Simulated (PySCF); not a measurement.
Record of a relaxation.

Compound: C3H7ClOSi.
SMILES with atom numbers: `[CH2:1]=[CH:2][CH2:3][O:4][SiH2:5][Cl:6]` (hydrogens: H7, H8 on C1; H9 on C2; H10, H11 on C3; H12, H13 on Si5)

Method: PySCF 2.14.0, PBE0-D3(BJ)/def2-SVP geometry optimisation, gas phase; density fitting, grid level 1; the optimiser is geomeTRIC in internal coordinates, started from a GFN2-xTB structure with every atom displaced at random (about 0.01 Å). 14 of its 34 geometries are shown. The frame can shift and turn from step to step; on so coarse a grid that alone can change the energy by a few meV, and forces under 0.02 eV/Å are noise.

Step 0: E = -25649.7791 eV, largest atomic force 3.915 eV/Å
```
atom  x, y, z in Å  |  force x, y, z in eV/Å
C1     -2.601    0.123   -0.298   -2.592   1.185   0.454
C2     -1.409   -0.322   -0.500    2.475  -0.224   0.538
C3     -0.276   -0.113    0.434    1.393   0.186   0.136
O4      0.902    0.331   -0.277   -3.914   0.018   0.078
Si5     2.440    0.104   -0.012    1.362   0.096   1.191
Cl6     3.276    1.038   -1.559    0.985   0.607  -1.105
H7     -2.866    0.722    0.573    0.040   0.087   0.207
H8     -3.403   -0.030   -1.007   -0.334  -0.210  -0.294
H9     -1.156   -0.881   -1.363    0.246  -0.758  -1.202
H10    -0.027   -1.060    0.961   -0.129   0.041  -0.091
H11    -0.515    0.631    1.215   -0.080  -0.043  -0.099
H12     2.876    0.738    1.253    0.177   0.063   0.183
H13     2.765   -1.298   -0.015    0.371  -1.048   0.005
```

Step 3: E = -25650.1170 eV, largest atomic force 0.211 eV/Å
```
atom  x, y, z in Å  |  force x, y, z in eV/Å
C1     -2.641    0.070   -0.244   -0.016   0.056   0.159
C2     -1.400   -0.340   -0.495    0.125  -0.066  -0.156
C3     -0.219   -0.148    0.401   -0.035   0.026   0.055
O4      0.833    0.478   -0.303   -0.165  -0.039   0.034
Si5     2.444    0.259   -0.024    0.022   0.051  -0.018
Cl6     3.414    1.115   -1.616    0.039   0.013  -0.015
H7     -2.880    0.622    0.672   -0.027  -0.005  -0.017
H8     -3.465   -0.134   -0.934    0.049   0.016   0.013
H9     -1.184   -0.877   -1.424    0.024  -0.040  -0.076
H10     0.111   -1.137    0.784   -0.041   0.015  -0.023
H11    -0.505    0.459    1.278    0.009   0.018   0.026
H12     2.894    0.948    1.217    0.008  -0.009  -0.003
H13     2.769   -1.193    0.024    0.007  -0.035   0.021
```

Step 5: E = -25650.1216 eV, largest atomic force 0.033 eV/Å
```
atom  x, y, z in Å  |  force x, y, z in eV/Å
C1     -2.631    0.070   -0.238   -0.009  -0.004  -0.008
C2     -1.396   -0.343   -0.516   -0.009   0.014   0.006
C3     -0.224   -0.164    0.392    0.005  -0.018  -0.012
O4      0.827    0.472   -0.301   -0.021  -0.002   0.025
Si5     2.440    0.272   -0.015    0.006  -0.006   0.015
Cl6     3.420    1.096   -1.618    0.016   0.014  -0.015
H7     -2.860    0.603    0.691    0.004  -0.001  -0.001
H8     -3.462   -0.106   -0.926   -0.002  -0.005  -0.001
H9     -1.184   -0.864   -1.458    0.004   0.010  -0.004
H10     0.101   -1.157    0.763    0.004  -0.001  -0.003
H11    -0.516    0.433    1.275    0.002  -0.004  -0.001
H12     2.884    0.988    1.213    0.002   0.005  -0.004
H13     2.772   -1.179    0.072   -0.002  -0.001   0.003
```

Step 8: E = -25650.1265 eV, largest atomic force 0.050 eV/Å
```
atom  x, y, z in Å  |  force x, y, z in eV/Å
C1     -2.637    0.036   -0.251    0.018   0.002  -0.005
C2     -1.393   -0.319   -0.567   -0.005  -0.008   0.000
C3     -0.226   -0.227    0.361   -0.003  -0.013  -0.005
O4      0.825    0.476   -0.261    0.023   0.044  -0.001
Si5     2.441    0.343    0.048   -0.018  -0.024   0.016
Cl6     3.431    1.030   -1.617   -0.003  -0.007  -0.004
H7     -2.879    0.456    0.731   -0.003  -0.004   0.005
H8     -3.461   -0.077   -0.959   -0.004  -0.003   0.001
H9     -1.166   -0.724   -1.561   -0.003   0.006   0.005
H10     0.105   -1.251    0.633    0.003  -0.006   0.000
H11    -0.526    0.277    1.298    0.000  -0.006   0.001
H12     2.863    1.189    1.197   -0.008   0.006  -0.001
H13     2.794   -1.087    0.283    0.003   0.013  -0.012
```

Step 10: E = -25650.1293 eV, largest atomic force 0.064 eV/Å
```
atom  x, y, z in Å  |  force x, y, z in eV/Å
C1     -2.638    0.002   -0.244   -0.010  -0.006  -0.015
C2     -1.390   -0.298   -0.600   -0.002   0.009   0.023
C3     -0.220   -0.260    0.329    0.014  -0.046  -0.014
O4      0.821    0.497   -0.243   -0.015   0.062   0.009
Si5     2.433    0.395    0.087    0.014  -0.018  -0.005
Cl6     3.448    0.949   -1.614    0.005  -0.022   0.001
H7     -2.880    0.328    0.773    0.003   0.004  -0.001
H8     -3.467   -0.069   -0.953   -0.004  -0.001   0.002
H9     -1.163   -0.611   -1.626   -0.001   0.006   0.004
H10     0.125   -1.297    0.522    0.001   0.001   0.004
H11    -0.524    0.167    1.302    0.000   0.004  -0.004
H12     2.838    1.329    1.172   -0.004   0.007  -0.009
H13     2.788   -1.012    0.430   -0.001  -0.001   0.004
```

Step 13: E = -25650.1321 eV, largest atomic force 0.080 eV/Å
```
atom  x, y, z in Å  |  force x, y, z in eV/Å
C1     -2.640   -0.007   -0.213   -0.011  -0.009  -0.028
C2     -1.393   -0.255   -0.611   -0.021   0.023   0.035
C3     -0.212   -0.260    0.301    0.016  -0.027  -0.062
O4      0.816    0.543   -0.238   -0.002  -0.010   0.079
Si5     2.427    0.404    0.096    0.008  -0.010  -0.011
Cl6     3.469    0.763   -1.639    0.021   0.014  -0.013
H7     -2.867    0.239    0.830    0.001   0.009  -0.008
H8     -3.482   -0.045   -0.908   -0.004  -0.003  -0.004
H9     -1.178   -0.490   -1.661    0.002   0.006   0.012
H10     0.147   -1.302    0.427    0.009   0.000   0.006
H11    -0.506    0.105    1.302   -0.008   0.005  -0.008
H12     2.862    1.410    1.100    0.009   0.010  -0.017
H13     2.729   -0.984    0.547   -0.021  -0.007   0.020
```

Step 15: E = -25650.1524 eV, largest atomic force 0.172 eV/Å
```
atom  x, y, z in Å  |  force x, y, z in eV/Å
C1     -2.639   -0.018   -0.312    0.043   0.033   0.096
C2     -1.359   -0.140   -0.659    0.057  -0.062  -0.130
C3     -0.224   -0.302    0.299   -0.009   0.043  -0.013
O4      0.800    0.622   -0.003    0.092   0.091   0.113
Si5     2.425    0.423    0.218   -0.147   0.013  -0.044
Cl6     3.381    0.397   -1.609    0.001  -0.107  -0.056
H7     -2.933    0.018    0.742   -0.058  -0.021   0.005
H8     -3.435    0.055   -1.058    0.021   0.007   0.012
H9     -1.073   -0.154   -1.717    0.002  -0.004  -0.033
H10     0.166   -1.337    0.236   -0.029  -0.009   0.007
H11    -0.580   -0.148    1.333    0.008  -0.007   0.012
H12     3.000    1.581    0.943   -0.069   0.004   0.071
H13     2.642   -0.875    0.922    0.087   0.017  -0.042
```

Step 18: E = -25650.1703 eV, largest atomic force 0.167 eV/Å
```
atom  x, y, z in Å  |  force x, y, z in eV/Å
C1     -2.629   -0.008   -0.304    0.037  -0.018   0.059
C2     -1.347   -0.113   -0.648   -0.009   0.013  -0.049
C3     -0.224   -0.303    0.319   -0.015  -0.049  -0.103
O4      0.793    0.643    0.073   -0.038   0.038   0.158
Si5     2.420    0.423    0.204    0.057  -0.048  -0.061
Cl6     3.258    0.258   -1.678    0.015   0.029   0.009
H7     -2.931   -0.030    0.749   -0.049   0.005  -0.005
H8     -3.421    0.097   -1.050    0.016   0.004   0.009
H9     -1.051   -0.074   -1.704    0.011  -0.014   0.002
H10     0.171   -1.334    0.217    0.007   0.009   0.007
H11    -0.591   -0.200    1.355   -0.012   0.014  -0.002
H12     3.003    1.608    0.878    0.017   0.012  -0.056
H13     2.720   -0.847    0.923   -0.037   0.004   0.032
```

Step 20: E = -25650.1937 eV, largest atomic force 0.351 eV/Å
```
atom  x, y, z in Å  |  force x, y, z in eV/Å
C1     -2.571    0.070   -0.246   -0.093   0.123   0.041
C2     -1.284    0.027   -0.576    0.212  -0.044  -0.002
C3     -0.229   -0.426    0.377    0.155   0.070   0.307
O4      0.791    0.542    0.525    0.112  -0.047  -0.304
Si5     2.390    0.412    0.138   -0.054   0.047   0.105
Cl6     2.705   -0.317   -1.777   -0.153  -0.065   0.022
H7     -2.869   -0.142    0.785   -0.162  -0.131  -0.043
H8     -3.354    0.338   -0.962    0.024   0.060   0.041
H9     -0.934    0.310   -1.572   -0.029  -0.085  -0.133
H10     0.199   -1.393    0.047   -0.065   0.018  -0.062
H11    -0.675   -0.585    1.372   -0.046  -0.119   0.010
H12     2.885    1.800    0.165    0.167   0.096   0.097
H13     3.118   -0.515    1.059   -0.068   0.078  -0.078
```

Step 23: E = -25650.2358 eV, largest atomic force 0.088 eV/Å
```
atom  x, y, z in Å  |  force x, y, z in eV/Å
C1     -2.561    0.070   -0.300    0.004   0.001   0.007
C2     -1.256    0.008   -0.558   -0.014  -0.004  -0.014
C3     -0.214   -0.384    0.440   -0.028  -0.037  -0.027
O4      0.791    0.607    0.519   -0.059   0.034   0.056
Si5     2.379    0.406    0.140    0.058   0.007  -0.008
Cl6     2.564   -0.209   -1.830   -0.017  -0.003  -0.013
H7     -2.959   -0.149    0.697    0.013   0.007   0.002
H8     -3.286    0.337   -1.074    0.002  -0.003  -0.006
H9     -0.877    0.236   -1.561    0.005   0.002   0.008
H10     0.218   -1.360    0.144    0.013  -0.003   0.011
H11    -0.665   -0.515    1.438    0.003   0.013  -0.007
H12     3.022    1.729    0.309    0.015  -0.008  -0.009
H13     3.016   -0.655    0.969    0.003  -0.006  -0.002
```

Step 25: E = -25650.2320 eV, largest atomic force 0.139 eV/Å
```
atom  x, y, z in Å  |  force x, y, z in eV/Å
C1     -2.520    0.113   -0.317    0.009  -0.028   0.012
C2     -1.207    0.023   -0.521   -0.066   0.003  -0.023
C3     -0.208   -0.404    0.506   -0.095  -0.063  -0.079
O4      0.803    0.575    0.642   -0.056   0.005   0.099
Si5     2.347    0.393    0.107    0.074   0.010  -0.039
Cl6     2.298   -0.280   -1.855    0.074   0.045  -0.006
H7     -2.972   -0.120    0.654    0.030   0.025   0.012
H8     -3.201    0.415   -1.117   -0.005  -0.010  -0.012
H9     -0.785    0.256   -1.506   -0.002   0.011   0.033
H10     0.224   -1.376    0.195    0.020  -0.001   0.040
H11    -0.688   -0.559    1.487   -0.008   0.040  -0.013
H12     2.985    1.728    0.188    0.017  -0.022  -0.043
H13     3.094   -0.642    0.871    0.008  -0.016   0.019
```

Step 28: E = -25650.2419 eV, largest atomic force 0.047 eV/Å
```
atom  x, y, z in Å  |  force x, y, z in eV/Å
C1     -2.525    0.103   -0.343    0.002   0.002   0.003
C2     -1.214   -0.003   -0.549   -0.001  -0.006  -0.007
C3     -0.224   -0.380    0.506    0.010   0.015  -0.017
O4      0.795    0.597    0.610    0.018  -0.005   0.043
Si5     2.355    0.381    0.126   -0.015  -0.002  -0.024
Cl6     2.395   -0.131   -1.883    0.020  -0.006  -0.020
H7     -2.962   -0.066    0.647   -0.006   0.001  -0.002
H8     -3.214    0.358   -1.153    0.000   0.001   0.003
H9     -0.789    0.179   -1.544   -0.001  -0.002   0.002
H10     0.208   -1.371    0.261   -0.002  -0.005   0.014
H11    -0.720   -0.474    1.486   -0.006   0.006   0.000
H12     3.056    1.671    0.319   -0.011   0.007   0.003
H13     3.010   -0.742    0.852   -0.008  -0.006   0.003
```

Step 30: E = -25650.2469 eV, largest atomic force 0.152 eV/Å
```
atom  x, y, z in Å  |  force x, y, z in eV/Å
C1     -2.458    0.135   -0.457   -0.013   0.017  -0.013
C2     -1.146   -0.078   -0.548    0.038  -0.015   0.026
C3     -0.261   -0.320    0.633    0.035   0.108   0.055
O4      0.806    0.613    0.690    0.054  -0.133  -0.049
Si5     2.317    0.312    0.097   -0.042   0.046   0.002
Cl6     2.313    0.284   -1.977    0.007  -0.019   0.006
H7     -2.959    0.171    0.516   -0.025  -0.017  -0.006
H8     -3.078    0.284   -1.345   -0.001   0.005   0.008
H9     -0.649   -0.090   -1.525   -0.013  -0.011  -0.024
H10     0.137   -1.355    0.601   -0.011   0.001  -0.016
H11    -0.838   -0.225    1.566   -0.011  -0.011   0.004
H12     3.193    1.418    0.542   -0.003   0.016   0.018
H13     2.792   -1.030    0.541   -0.015   0.012  -0.012
```

Step 33: E = -25650.2490 eV, largest atomic force under 0.02 eV/Å
```
atom  x, y, z in Å  |  force x, y, z in eV/Å
C1     -2.469    0.137   -0.440    0.001  -0.004   0.002
C2     -1.157   -0.071   -0.542   -0.005   0.001  -0.004
C3     -0.259   -0.335    0.625    0.000  -0.001   0.001
O4      0.813    0.587    0.681   -0.002  -0.004  -0.006
Si5     2.329    0.324    0.091   -0.001   0.002   0.007
Cl6     2.329    0.239   -1.981   -0.003   0.001  -0.005
H7     -2.972    0.145    0.533    0.001   0.002   0.000
H8     -3.092    0.303   -1.322    0.000  -0.002  -0.001
H9     -0.670   -0.065   -1.524    0.003   0.003   0.003
H10     0.130   -1.373    0.567   -0.001   0.000   0.003
H11    -0.824   -0.255    1.567    0.001   0.003  -0.001
H12     3.159    1.474    0.516    0.002  -0.001  -0.001
H13     2.852   -0.989    0.562    0.002   0.001   0.002
```

Q: Summarise the path.

A: The energy falls by 45.35 kJ/mol from step 0 to step 33; nine tenths of that is first reached at step 21. It rises by more than 0.2 meV at steps 3, 11 and 24. The largest force goes from 3.915 to under 0.02 eV/Å. Among the bonds Si5–Cl6 changes most, from 1.991 to 2.074 Å; the atoms move by 0.751 Å rms after alignment.

Q: Follow the three bonds and two angles with the largest change from start to end.

A: 
| step | E above end (kJ/mol) | largest force (eV/Å) | Si5–Cl6 (Å) | O4–Si5 (Å) | Si5–H13 (Å) | O4–Si5–Cl6 (°) | C3–O4–Si5 (°) |
| --- | --- | --- | --- | --- | --- | --- | --- |
| 0 | 45.35 | 3.915 | 1.991 | 1.578 | 1.439 | 102.2 | 131.9 |
| 1 | 13.82 | 0.636 | 2.070 | 1.664 | 1.495 | 107.6 | 126.0 |
| 3 | 12.74 | 0.211 | 2.051 | 1.649 | 1.489 | 106.0 | 125.7 |
| 4 | 12.41 | 0.050 | 2.051 | 1.650 | 1.490 | 106.2 | 125.8 |
| 6 | 12.15 | 0.041 | 2.052 | 1.651 | 1.492 | 106.7 | 126.4 |
| 7 | 11.99 | 0.048 | 2.053 | 1.651 | 1.492 | 106.9 | 126.9 |
| 9 | 11.63 | 0.072 | 2.058 | 1.649 | 1.492 | 107.4 | 127.8 |
| 10 | 11.55 | 0.064 | 2.057 | 1.649 | 1.492 | 107.5 | 127.4 |
| 11 | 12.25 | 0.202 | 2.051 | 1.651 | 1.489 | 108.5 | 123.6 |
| 13 | 11.29 | 0.080 | 2.055 | 1.651 | 1.491 | 108.0 | 125.8 |
| 14 | 10.41 | 0.137 | 2.057 | 1.652 | 1.491 | 108.9 | 126.6 |
| 16 | 8.75 | 0.232 | 2.064 | 1.649 | 1.491 | 109.7 | 127.3 |
| 17 | 8.11 | 0.183 | 2.066 | 1.646 | 1.490 | 109.6 | 127.4 |
| 19 | 5.61 | 0.125 | 2.068 | 1.648 | 1.493 | 110.7 | 127.9 |
| 20 | 5.34 | 0.351 | 2.073 | 1.651 | 1.496 | 113.0 | 128.3 |
| 22 | 2.09 | 0.084 | 2.070 | 1.648 | 1.491 | 110.8 | 127.5 |
| 23 | 1.28 | 0.088 | 2.072 | 1.645 | 1.489 | 110.0 | 126.0 |
| 24 | 4.16 | 0.205 | 2.076 | 1.644 | 1.486 | 108.1 | 123.3 |
| 26 | 1.09 | 0.047 | 2.074 | 1.647 | 1.488 | 109.7 | 125.4 |
| 27 | 0.95 | 0.048 | 2.073 | 1.647 | 1.489 | 109.5 | 125.2 |
| 29 | 0.29 | 0.113 | 2.074 | 1.651 | 1.490 | 110.3 | 123.8 |
| 30 | 0.21 | 0.152 | 2.074 | 1.651 | 1.491 | 111.1 | 123.6 |
| 32 | 0.01 | 0.024 | 2.073 | 1.648 | 1.490 | 111.3 | 125.1 |
| 33 | 0.00 | under 0.02 | 2.074 | 1.648 | 1.490 | 111.4 | 125.4 |

What follows is the cost of the whole optimisation. Hardware: one thread of an Arm Neoverse N1, shared host with 64 logical CPUs at a one-minute load of 61. Cost: 6.2 min of wall time, 0.53 GiB resident at most.
